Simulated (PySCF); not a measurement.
Species: C6H7OP2 (charge -1).
SMILES with atom numbers: `[CH2:1]=[CH:2][c:3]1[p:4][c:5]([O:6][CH3:7])[cH:8][p-:9]1`

NICS is the negative of the GIAO shielding at a point without a nucleus: at the ring centre (0) and 1 Å above and below it (1); zz is the component along the ring normal. Level: GIAO PBE0/pcSseg-1 (PySCF, non-relativistic, gas phase) on the GFN2-xTB geometry, one conformer.

Ring bond lengths (Å), with Mayer bond orders in brackets: C3–P4 1.757 (1.21), P4–C5 1.753 (1.22), C5–C8 1.377 (1.47), C8–P9 1.735 (1.26), P9–C3 1.751 (1.25).

Question: Give the NICS values of each ring in ppm.

Answer: 
```
          ring                                                 type  NICS(0)  NICS(1), two faces  NICS(1)zz, two faces  rms pucker (Å)  centre to ring atoms, mean (Å)
C3–P4–C5–C8–P9  5-membered ring with 2 P; formal bonds all aromatic    -10.1         -9.7 / -9.7         -22.8 / -22.7            0.00                            1.42
```

Question: What can be read from them?

Answer: 
- C3–P4–C5–C8–P9: mean NICS(1)zz -22.7 ppm, shielded.

Question: And the bond-length index? HOMA = 1 − mean of α(R − Ropt)² over the ring bonds, with Krygowski's 1993 parameters (CC: Ropt 1.388 Å, α 257.7 Å⁻²; CP: Ropt 1.698 Å, α 118.91 Å⁻²).

Answer: 
- C3–P4–C5–C8–P9: HOMA 0.74; the largest term is that of C3–P4, α(R − Ropt)² = 0.41.

Question: How shielded are the nuclei of the rings and their hydrogens (means over atoms taken as equivalent)?

Answer: 
```tsv
atoms	environment	σ isotropic (ppm)	principal values of the symmetric part, first atom (ppm)
C3	substituted aromatic carbon	8.7	-117.8, -4.4, 148.4
P4	phosphorus bonded to 2 C	230.7	10.3, 226.8, 455.1
C5	aromatic carbon bearing oxygen	-8.8	-101.5, 12.5, 62.6
C8	aromatic CH carbon	60.7	-31.8, 71.5, 142.4
P9	phosphorus bonded to 2 C	124.4	-104.4, 119.9, 357.8
H on C8	aromatic hydrogen	24.68	22.5, 24.7, 26.9
```

On Arm Neoverse N1, one thread, on a shared host, this took 69 s of wall time and 0.91 GiB of memory at its peak. This is the whole shielding run at PBE0/pcSseg-1, SCF included.

Shape of the structure used: `[CH2:1]=[CH:2][c:3]1[p:4][c:5]([O:6][CH3:7])[cH:8][p-:9]1`: C1–C2–C3–P4 -2°, P4–C5–O6–C7 0°.
